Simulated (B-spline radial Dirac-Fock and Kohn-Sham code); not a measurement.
## Dipole and non-dipole photoemission parameters of Ir⁶⁺ 4f7/2

System: Ir⁶⁺, configuration [Xe] 4f14 5d3; threshold 159.9 eV (orbital energy of the model). Method: Dirac-Hartree-Slater photoionisation with a Latter tail; cross sections with all multipoles, angular parameters from the dipole term and its interference with E2. Computed with an atomic code on a B-spline grid.

Input file task.json (cfg lists n, l and occupation; rrms is the nuclear radius in fm):

```json
{"items": [{
  "Z": 77,
  "q": 6,
  "cfg": [[1, 0, 2], [2, 0, 2], [2, 1, 6], [3, 0, 2], [3, 1, 6], [3, 2, 10], [4, 0, 2], [4, 1, 6], [4, 2, 10], [4, 3, 14], [5, 0, 2], [5, 1, 6], [5, 2, 3]],
  "A": 193,
  "rrms": 5.4032,
  "do": "xps",
  "hv": [51.7, 64.3, 68.3, 72.2, 80, 97.8, 118.0, 232.0, 238.0, 300, 301.0, 357.0, 478.0, 523.0, 536.0, 600, 733.0, 800, 1030.0, 1120.0, 1253.6, 1510.0, 2000, 2020.0, 2670.0, 3620.0, 4000, 4710.0, 8047.8, 9200.0]
}]}
```

Command: `python xray2_run.py task.json out`

For linearly polarised light dσ/dΩ = σ/(4π) [1 + β P₂(cos θ) + (δ + γ cos²θ) sin θ cos φ], with θ from the polarisation vector and φ the angle between the beam and the projection of the electron momentum on the plane normal to the polarisation.

```tsv
hν (eV)	σ (kb)	β	γ	δ
232	3340	0.315	-0.004	0.010
238	3350	0.309	-0.004	0.010
300	3210	0.357	-0.005	0.016
301	?	?	?	?
357	2800	0.448	-0.005	0.020
478	1860	0.620	0.002	0.028
523	1580	0.672	0.006	0.031
536	1510	0.686	0.007	0.032
600	1210	0.749	0.015	0.036
733	769	0.849	0.037	0.044
800	620	0.887	0.051	0.048
1030	317	0.977	0.108	0.060
1120	250	0.999	0.134	0.065
1253.6	180	1.023	0.174	0.073
1510	102	1.048	0.255	0.086
2000	40.9	1.054	0.412	0.110
2020	39.5	1.054	0.418	0.111
2670	15.0	1.024	0.607	0.142
3620	4.94	0.962	0.832	0.186
4000	3.39	0.936	0.907	0.204
4710	1.80	0.891	1.030	0.237
8047.8	0.206	0.729	1.410	0.384
9200	0.117	0.689	1.499	0.432
```

Question: Give the values at 301 eV.

Answer: σ = 3200 kb, β = 0.358, γ = -0.005, δ = 0.016.
